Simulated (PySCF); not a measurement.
A structure optimised at PBE-D3(BJ)/def2-TZVP, used in a PySCF frequency run:

```
Re
O 1 1.6958
O 1 1.6958 2 104.92
O 1 1.6958 2 104.92 3 110.28
```
Charge +1, spin multiplicity 1.

### Question
Write its SMILES, formula and point group.

### Answer
[O]=[Re+](=[O])=[O], O3Re, C3v

### Question
What are its rotational constants (standard atomic weights)?

### Answer
6.6851, 6.6851, 4.3680 GHz
